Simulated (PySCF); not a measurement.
Electronic absorption of H9O2PSi3

Species: H9O2PSi3.
SMILES with atom numbers: `[SiH3:1][O:2][SiH2:3][O:4][SiH2:5][PH2:6]` (hydrogens: H7, H8, H9 on Si1; H10, H11 on Si3; H12, H13 on Si5; H14, H15 on P6)

Computed with PySCF 2.14.0, density-fitted response routines, TDDFT PBE0/def2-SVPD, vertical, gas phase, core orbitals frozen in the response. The structure is a single GFN2-xTB conformer in the gas phase; no vibrational or solvent corrections. Torsions of this conformer, `[SiH3:1][O:2][SiH2:3][O:4][SiH2:5][PH2:6]`: Si1–O2–Si3–O4 8°, O2–Si3–O4–Si5 -21°, Si3–O4–Si5–P6 -80°, H–P6–Si5–O4 -171°, H–P6–Si5–O4 -78°.

What does the calculation give for the low-lying excited states?

```
state  E (eV)  ν̃ (cm⁻¹)       f  main configurations (H = HOMO, L = LUMO)
   S1    6.17      49750   0.037                    H→L (68%), H→L+1 (22%)
   S2    6.51      52500   0.014       H→L+1 (46%), H→L+2 (24%), H→L (22%)
   S3    6.83      55120   0.013                  H→L+3 (77%), H→L+2 (12%)
   S4    6.98      56320  0.0011     H→L+2 (44%), H→L+1 (21%), H-1→L (15%)
   S5    7.10      57250   0.021                  H-1→L (72%), H→L+2 (10%)
   S6    7.15      57630   0.213                               H→L+4 (80%)
```

Triplets (Tamm–Dancoff): T1 5.45 eV, H→L (63%), H→L+1 (15%); T2 5.72 eV, H→L+2 (26%), H→L+1 (25%), H→L+3 (22%).

The lowest singlet lies at 6.17 eV (201 nm, ultraviolet) and is of moderate strength; its leading configuration is HOMO→LUMO (68%). The most intense listed level is S6 at 7.15 eV (174 nm, f = 0.213), 0.98 eV above S1. It is the last of those listed, so stronger ones may follow. Löwdin shares by element: HOMO phosphorus 59%, silicon 15% or more, hydrogen 12% or more; LUMO silicon 44%, phosphorus 13% (atoms not listed hold the other 44%). Of the 6 states listed, 5 reach f = 0.01 and none stays under 0.0005. The oscillator strengths of these states sum to 0.299; summed over the whole spectrum of an exact calculation they would give the number of electrons, 82 (Thomas–Reiche–Kuhn). Weighted by f, the mean energy of these states is 6.98 eV. No computed singlet lies in the visible range (380 to 750 nm); the lowest, at 201 nm, stands 2.91 eV above its violet end (3.26 eV). Singlets were solved by full linear response, triplets in the Tamm–Dancoff approximation.

Cost: about 70 s of CPU time on one thread; the machine was shared, so the figure is rough.
